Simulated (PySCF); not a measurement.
Isomers of C6H10OP2, one conformer each; single-point electronic energies without zero-point terms and without any empirical dispersion term.

All values: PBE0/pcSseg-1 (PySCF, non-relativistic), each on one gas-phase PBE0-D3(BJ)/def2-SVP geometry that isn't relaxed in the solvent. The solvent is an IEF-PCM continuum (cavity from Bondi-type radii × 1.2). Only the electrostatic response of the medium enters.

| isomer | relative energy, gas (kcal/mol) | dipole (D) |
| --- | --- | --- |
| `c1ccc(P(CP)C)o1` | 0.0 | 2.15 |
| `C(Pc1cocc1)CP` | 6.4 | 1.83 |

How do the relative energies look in benzene (ε = 2.271)?

```csv
isomer,"relative energy, solvent (kcal/mol)",E(solvent) − E(gas) (kcal/mol),dipole in solvent (D)
`c1ccc(P(CP)C)o1`,0.0,-2.6,2.47
`C(Pc1cocc1)CP`,6.5,-2.5,2.06
```

The order is unchanged. Conformers: `[CH3:1][P:2]([CH2:3][PH2:4])[c:5]1[cH:6][cH:7][cH:8][o:9]1` with C1–P2–C3–P4 -172°, P2–C3–P4–H -42° and 52°, C1–P2–C5–C6 9°; `[PH2:1][CH2:2][CH2:3][PH:4][c:5]1[cH:6][cH:7][o:8][cH:9]1` with H–P1–C2–C3 45° and -48°, P1–C2–C3–P4 65°, C2–C3–P4–C5 170°, C3–P4–C5–C6 91°. The gains span 0.1 kcal/mol, the gas-phase energies 6.4 kcal/mol.
